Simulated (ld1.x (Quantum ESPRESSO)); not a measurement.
## zirconium (Zr), RRKJ: configuration errors across variants

```
Element                 : Zr (Z = 40)
Generator               : ld1.x (Quantum ESPRESSO) 7.5
Type                    : norm-conserving RRKJ (Kleinman–Bylander form)
Functional              : LDA (PZ)
Relativity              : scalar-relativistic
Frozen core             : [Kr]
Valence charge          : 4
Reference configuration : 4d2 5s1 5p0 (charge +1)
Partial waves           : 5s (bound): rc 3.05 bohr; 4d (bound): rc 1.70 bohr; 5p (bound, empty): rc 3.90 bohr
Local potential         : the p channel
Core correction         : none
rho0                    : 0.02
```

All-electron excitation energies from the reference (eV): (1) 4d2 5s2 5p0 -7.352; (2) 4d2 5s0 5p0 13.241; (3) 4d1 5s0 5p0 36.062; (4) 4d2.5 5s1.5 5p0 -6.826; (5) 4d3 5s0 5p0 0.457; (6) 4d2 5s1 5p1 -4.235; (7) 4d2 5s1.5 5p0 -4.381; (8) 4d2 5s1 5p0 spin -1.081; (9) 4d2 5s2 5p0 spin -7.835.

Spin tests fill each open shell by Hund’s rule, majority spin first.

Errors AE − PS in meV (a dash: test not solved or not reliable):

```tsv
change	(1)	(2)	(3)	(4)	(5)	(6)	(7)	(8)	(9)	bound ghosts
base	+20	+41	+132	-1.6	+19	+3.6	+6.1	+1192	+830	none
wave 4d (bound): rc 1.70 bohr becomes 4d (bound): rc 1.26 bohr	+19	+39	+126	-1.8	+14	+3.5	+6.0	+1189	+824	none
wave 4d (bound): rc 1.70 bohr becomes 4d (bound): rc 1.42 bohr	+20	+40	+129	-1.7	+17	+3.5	+6.1	+1191	+828	none
wave 4d (bound): rc 1.70 bohr becomes 4d (bound): rc 1.60 bohr	+20	+41	+131	-1.6	+19	+3.5	+6.1	+1192	+830	none
wave 4d (bound): rc 1.70 bohr becomes 4d (bound): rc 1.72 bohr	+20	+41	+132	-1.6	+19	+3.6	+6.1	+1192	+830	none
wave 4d (bound): rc 1.70 bohr becomes 4d (bound): rc 1.88 bohr	+20	+41	+134	-1.5	+20	+3.6	+6.1	+1191	+830	none
wave 4d (bound): rc 1.70 bohr becomes 4d (bound): rc 2.04 bohr	+20	+41	+137	-1.3	+22	+3.6	+6.2	+1191	+830	none
wave 4d (bound): rc 1.70 bohr becomes 4d (bound): rc 2.22 bohr	+20	+41	+143	-1.1	+26	+3.6	+6.2	+1190	+829	none
wave 4d (bound): rc 1.70 bohr becomes 4d (bound): rc 2.36 bohr	+20	+42	+152	-0.7	+32	+3.7	+6.2	+1187	+828	none
wave 4d (bound): rc 1.70 bohr becomes 4d (bound): rc 2.52 bohr	+20	+42	+168	+0.1	+42	+3.8	+6.3	+1183	+825	none
```

Q: Give the same row for: wave 4d (bound): rc 1.70 bohr becomes 4d (bound): rc 1.08 bohr.

A: +18, +35, +122, -1.9, +7.9, +3.4, +5.7, +1187, +816; bound ghosts: none.
